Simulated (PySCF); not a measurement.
# Potential energy of AsSe along the bond

Set-up: PySCF, scalar-relativistic core potentials, basis sets As cc-pVDZ-PP with ECP10, Se cc-pVDZ-PP with ECP10. Energies in eV from As + Se in their ground configurations at the same level. State: ²Π (doublet), unpaired electrons π ↑.

All columns are PBE0. A positive dipole means As(−)Se(+).

| R (Å) | E (eV) | μ (D) | Mulliken charge on As (basis-dependent) | HOMO (eV) | LUMO (eV) | Mayer bond order | ⟨S²⟩ |
| --- | --- | --- | --- | --- | --- | --- | --- |
| 1.855 | -1.619 | -0.15 | 0.05 | -4.71 | -2.85 | 2.32 | 0.75 |
| 1.941 | -2.575 | -0.39 | 0.07 | -4.95 | -3.10 | 2.31 | 0.75 |
| 2.028 | -3.091 | -0.63 | 0.09 | -5.18 | -3.34 | 2.30 | 0.75 |
| 2.092 | -3.269 | -0.80 | 0.11 | -5.35 | -3.51 | 2.29 | 0.76 |
| 2.157 | -3.313 | -0.98 | 0.12 | -5.50 | -3.67 | 2.28 | 0.76 |
| 2.222 | -3.257 | -1.15 | 0.14 | -5.64 | -3.83 | 2.27 | 0.77 |
| 2.308 | -3.074 | -1.33 | 0.15 | -5.81 | -4.01 | 2.19 | 0.84 |
| 2.416 | -2.763 | -1.42 | 0.15 | -5.96 | -4.10 | 1.92 | 1.07 |
| 2.545 | -2.363 | -1.49 | 0.14 | -6.10 | -4.08 | 1.61 | 1.33 |
| 2.718 | -1.844 | -1.64 | 0.14 | -6.21 | -4.01 | 1.30 | 1.56 |

A fit through these points gives, at Re = 2.150 Å, μ = -0.96 D and dμ/dR = -2.67 D/Å; the reduced mass is 38.67 u.

How strong is the fundamental in the double-harmonic approximation, I = 42.26·(dμ/dR)²/μred km/mol?

I = 42.26·(-2.67)²/38.67 = 7.79 km/mol at PBE0.

⟨S²⟩ of the unrestricted solution departs from its pure value on part of the curve, where spin states mix. Spin–orbit coupling is left out. The state is the lowest determinant that a PBE0 search found; another state may lie lower at other levels.
